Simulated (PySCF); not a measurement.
Species: cyclo-(F2SnNH)2.
Bonds: Sn1–F2, Sn1–F3, Sn1–N4, Sn1–N8, N4–Sn5, Sn5–F6, Sn5–F7, Sn5–N8. Hydrogens: H9 on N4; H10 on N8.

Method: PySCF 2.14.0, PBE0-D3(BJ)/def2-SVP geometry optimisation, gas phase, def2 core potentials past Kr; density fitting, grid level 1; the optimiser is geomeTRIC in internal coordinates, started from a GFN2-xTB structure with every atom displaced at random (about 0.03 Å).

Geometry at step 2:
```
atom  x, y, z in Å
Sn1    -0.5854   -1.2007    0.6112
F2     -0.0418   -2.6810    1.7262
F3     -2.5055   -1.4951    0.3372
N4     -0.0115    0.6506    1.2769
Sn5     0.7851    1.1425   -0.5516
F6     -0.0284    2.5301   -1.6051
F7      2.6307    1.6367   -0.4049
N8      0.5359   -0.8305   -1.0731
H9     -0.7527    1.2302    1.6565
H10     0.0982   -1.0596   -1.9689
```

Question: Give the atomic forces at this geometry.

Answer: 
```tsv
atom	Fx (eV/Å)	Fy (eV/Å)	Fz (eV/Å)
Sn1	-0.625	-0.497	0.124
F2	-0.177	0.314	-0.275
F3	0.846	0.076	0.144
N4	-0.037	-0.211	-0.367
Sn5	0.196	-0.128	0.135
F6	0.039	-0.008	0.009
F7	-0.040	0.109	-0.120
N8	-0.346	0.111	0.084
H9	-0.071	0.265	0.265
H10	0.216	-0.032	0.001
```

The largest, 0.86 eV/Å, acts on F3; the rms over all components is 0.272 eV/Å. The forces sum to zero within rounding, as they must for an isolated molecule in no field.

Question: Give the force on F3 in Eh/bohr and in nN.

Answer: 0.862 eV/Å ÷ 51.422 = 0.01676 Eh/bohr, and 0.862 eV/Å × 1.602 = 1.38 nN.

Question: How far is this geometry from the end of the optimisation?

Answer: 0.164 eV above it, and 0.252 Å rms away after alignment. The bonds farthest from their final lengths, with half the difference of the two atoms' forces along the bond (positive lengthens):

```
  bond  now (Å)  final (Å)  force along bond (eV/Å)
Sn1–N8    2.057      2.015                    +0.15
Sn1–F3    1.962      1.920                    -0.76
Sn5–N8    2.056      2.016                    -0.08
N4–Sn5    2.054      2.015                    -0.17
Sn1–N4    2.049      2.016                    +0.13
Sn1–F2    1.931      1.920                    -0.36
```

The angle farthest from its final value is Sn1–N4–H9, 115.7° against 131.8°.

Of the 6 listed bonds off by 0.010 Å or more, this force points towards the final length in 4.

What follows is the cost of the whole optimisation. Time: 3.2 min; peak memory 0.60 GiB. Hardware: one thread, AMD EPYC 9R45 (x86_64), no GPU, shared host with 192 logical CPUs at a one-minute load of 32.
